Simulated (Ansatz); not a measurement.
Relaxation of C$_{2}$H$_{6}$AlFSi (11 atoms, charge 0, multiplicity 1), to a largest force component of 0.02 eV/Å in at most 50 steps.

Theory: RKS B3LYP-D4/6-31G* (Ansatz 0.2.0).

```xyz
11
Properties=species:S:1:pos:R:3
C 1.540 0.607 1.008
C 0.826 -0.505 0.897
F 1.415 -1.665 1.208
Si -0.854 -0.532 0.325
Al -1.070 0.269 -1.899
H 1.015 1.610 0.742
H 0.645 0.550 1.102
H -1.381 -1.911 0.355
H -1.746 0.307 1.261
H -0.589 1.764 -2.187
H -1.642 -0.663 -3.025
```

Where does it end, and by what steps?

The forces met the threshold. After 45 steps the energy has fallen by 7.503 eV; F3 moved furthest, 2.88 Å. The start is strongly strained (largest force component 14 eV/Å), so its close contacts needn't be bonds. Parted: C2–H7. Joined: F3–Al5.

```tsv
step	energy less start (eV)	largest force component (eV/Å)	accepted
0	0.0000	13.795	yes
2	-3.1249	1.345	yes
4	-3.7153	2.751	yes
6	-5.4350	3.258	yes
8	-6.7663	1.520	yes
10	-7.1366	0.791	yes
12	-7.2260	0.588	yes
14	-7.2487	0.151	yes
16	-7.2587	0.165	yes
18	-7.2635	0.040	yes
20	-7.2660	0.143	yes
22	-7.2676	0.033	yes
24	-7.2673	0.272	no
26	-7.2708	0.125	yes
28	-7.2798	0.386	yes
30	-7.4036	0.974	yes
32	-7.4806	0.520	yes
34	-7.4925	0.185	yes
36	-7.4972	0.034	yes
38	-7.4998	0.093	yes
40	-7.5019	0.195	yes
42	-7.5030	0.062	yes
44	-7.5034	0.022	yes
45	-7.5034	0.005	yes
```

```xyz
11
Properties=species:S:1:pos:R:3
C 1.337 0.324 1.415
C 0.372 0.101 0.542
F 0.818 0.245 -0.865
Si -1.486 -0.359 0.377
Al -0.844 -0.128 -1.987
H 2.350 0.586 1.121
H 1.110 0.243 2.473
H -1.674 -1.662 1.077
H -2.255 0.660 1.149
H -1.116 1.258 -2.715
H -0.454 -1.437 -2.800
```

Time of the run: 2.4 min on 2 threads of Arm Neoverse V1, with other jobs on the host, peak memory 0.2 GiB.
